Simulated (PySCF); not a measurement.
# Excitation energy of Tl by level of theory

Tl [Xe] 4f14 5d10 6s2 6p1 (2P) → Tl [Xe] 4f14 5d10 6s1 6p1 6d1 (high-spin determinant), as a difference of total energies. Calculation: PySCF 2.14, in aug-cc-pwCVTZ-DK3; the spin-free X2C one-electron Hamiltonian (Gaussian nucleus). Correlated levels: valence: [Xe] 4f14 5d10 frozen; valence and next inner shell: [Kr] 4d10 4f14 frozen. The calculations carry no spin-orbit coupling.

| method | excitation energy (eV) |
| --- | --- |
| UHF | 9.277 |
| LDA | 11.261 |
| PBE | 10.807 |
| PBE0 | 10.608 |
| r2SCAN | 10.827 |
| MP2 (valence) | 9.879 |
| SCS-MP2 (valence) | 10.071 |
| MP2 (valence and next inner shell) | 11.252 |
| SCS-MP2 (valence and next inner shell) | 11.220 |

**Question.** How much does correlation contribute at MP2 (valence and next inner shell)?

**Answer.** 11.252 − (9.277) = 1.975 eV, measured against UHF.

A first-order spin-orbit estimate (lowest level to lowest level, LS coupling) adds -0.027 eV.

The upper state lies above the first ionisation limit, but in LS coupling its spin forbids autoionisation to the ground ion; at this Z spin-orbit coupling breaks that rule.

The promoted electron is Rydberg-like, and one or two diffuse shells describe it only roughly, which tends to raise the upper state.

The determinant of the upper state mixes LS terms, which raises its energy above the lowest term, most at the Hartree-Fock and MP2 levels.
